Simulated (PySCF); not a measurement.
Spinor energies of Xe(35+) (xenon, charge +35)

Start: [Ar] 3d1; 3d3/2 filled at m_j = +3/2. Calculated with PySCF 2.14 in an even-tempered Gaussian basis (16 s from 6.6 bohr⁻², ratio 2.8; 12 p from 8.6 bohr⁻², ratio 2.8; 8 d from 8.6 bohr⁻², ratio 2.8; 3 f from 26 bohr⁻², ratio 3): generalised Hartree-Fock with the X2C-1e Hamiltonian and a Gaussian nucleus; one run each with spin-orbit coupling (SO) switched off, then screened by Boettger's factors.

```json
{"spinor shell": "1s1/2", "electrons": "2", "ε, spin-free (eV)": "-36581.3", "ε, screened SO (eV)": "-36577.1", "weight of nominal j (screened SO)": "1.000", "rms radius, screened SO (bohr)": "0.0305"}
{"spinor shell": "2s1/2", "electrons": "2", "ε, spin-free (eV)": "-7306.9", "ε, screened SO (eV)": "-7305.3", "weight of nominal j (screened SO)": "1.000", "rms radius, screened SO (bohr)": "0.123"}
{"spinor shell": "2p1/2", "electrons": "2", "ε, spin-free (eV)": "-6744.6", "ε, screened SO (eV)": "-6976.4", "weight of nominal j (screened SO)": "1.000", "rms radius, screened SO (bohr)": "0.106"}
{"spinor shell": "3s1/2", "electrons": "2", "ε, spin-free (eV)": "-2682.8", "ε, screened SO (eV)": "-2682.4", "weight of nominal j (screened SO)": "1.000", "rms radius, screened SO (bohr)": "0.304"}
{"spinor shell": "3p1/2", "electrons": "2", "ε, spin-free (eV)": "-2494.3", "ε, screened SO (eV)": "-2551.8", "weight of nominal j (screened SO)": "0.999", "rms radius, screened SO (bohr)": "0.293"}
{"spinor shell": "3p3/2", "electrons": "4", "ε, spin-free (eV)": "-2494.3", "ε, screened SO (eV)": "-2468.0", "weight of nominal j (screened SO)": "1.000", "rms radius, screened SO (bohr)": "0.303"}
{"spinor shell": "3d3/2", "electrons": "1", "ε, spin-free (eV)": "-2292.5", "ε, screened SO (eV)": "-2302.6", "weight of nominal j (screened SO)": "1.000", "rms radius, screened SO (bohr)": "0.263"}
```

Task: Where does 2p3/2 lie, and what is the 2p spin-orbit splitting (screened SO)?

Result: At -6639.7 eV, 336.73 eV above 2p1/2.

```tsv
quantity	spin-free	screened SO
E (hartree)	-6503.91920	-6506.69544
M_J	3/2	3/2
⟨J²⟩	3.975	3.750
⟨L²⟩	6.001	6.015
⟨S²⟩	0.750	0.765
```

Each row is a mean over spinors that exchange with the open shell spreads, by up to 17.204 eV (3p1/2).

Breit and QED terms are absent; they matter most for the inner s and p1/2 levels.

Densities and radii are taken from the X2C orbitals without a picture-change correction, which distorts them close to the nucleus.

Without spin-orbit coupling the j labels of p, d and f shells carry no meaning; the spin-free column gives the mean over the occupied spinors of each nl shell, and its ⟨J²⟩ belongs to a mixture of degenerate components.
